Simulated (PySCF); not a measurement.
# Assignment exercise: C₇H₉NO

Atom-mapped SMILES (the numbers label the heavy atoms): `[CH3:1][C:2](=[O:3])[NH:4][C:5]1=[CH:6][CH:7]=[CH:8][CH2:9]1`. Each H is labelled by its parent atom.

- structure optimised with GFN2-xTB
- shielding tensors at PBE0/pcSseg-1 (GIAO)
- run in PySCF
- single conformer, non-relativistic Hamiltonian, rapidly exchanging positions averaged, isolated molecule

Chemical shifts δ = σref − σ; 13C and 1H against TMS, all at this level.

(1) Assign these signals to the numbered atoms. 13C{1H} NMR (computed): δ 166.8 (C), 153.4 (C), 137.3 (CH), 131.4 (CH), 112.6 (CH), 45.7 (CH2), 25.2 (CH3).

(2) Assign these signals to the numbered atoms. 1H NMR (400 MHz, computed): δ 6.77 (br, 1H), 6.60 (m, 1H), 6.27 (m, 1H), 5.75 (d, 1H), 3.89 (m, 2H), 2.03 (s, 3H).

Answers

(1) 
| δ (ppm) | atoms | environment | reason |
| --- | --- | --- | --- |
| 166.8 | C2 | amide carbonyl carbon | it is a carbonyl in resonance with an O or N lone pair, the region of acids, esters and amides |
| 153.4 | C5 | alkene carbon bearing nitrogen | an sp2 carbon further deshielded by the attached heteroatom |
| 137.3 | C7 | alkene CH | an sp2 carbon of a C=C bond |
| 131.4 | C8 | alkene CH | – |
| 112.6 | C6 | β carbon of an enol-ether or enamine type C=C | the O or N lone pair pushes π density onto this β carbon and shields it |
| 45.7 | C9 | allylic sp3 CH2 | saturated and bonded to C and H only |
| 25.2 | C1 | methyl carbon α to a carbonyl | the adjacent C=O deshields it moderately |

(2) 
6.77 → H(N4), hydrogen on an amide-type nitrogen: exchangeable, gas-phase position
6.60 → H(C7), hydrogen on an alkene CH: attached to an sp2 carbon and in the plane of the double bond
6.27 → H(C8), hydrogen on an alkene CH
5.75 → H(C6), hydrogen on a β carbon of an enol-ether or enamine type C=C: olefinic region
3.89 → H(C9), hydrogen on an allylic sp3 CH2
2.03 → H(C1), hydrogen on a methyl carbon α to a carbonyl: α to C=O

Exchangeable OH/NH protons stand at their gas-phase positions; hydrogen bonding in a real sample shifts them, mostly to higher δ. Shifts are as computed. Against solution values, carbons near 30 ppm lie about +3 ppm off and those near 130 ppm about +5 ppm. Of 1309 compounds with measured shifts, 239 miss one by over three times the rms of a fit or turn the order of signals round; such compounds aren't used in these exercises. The C=O carbon of an acid or of an amide with N–H lies up to 10 ppm further downfield in solution, through hydrogen bonding that the calculation lacks. No couplings were computed; multiplicities are counted from neighbouring protons, with m where these are inequivalent, close in shift, in a saturated or five-membered ring or joined by F or P, and br s for small geminal =CH2 splittings.
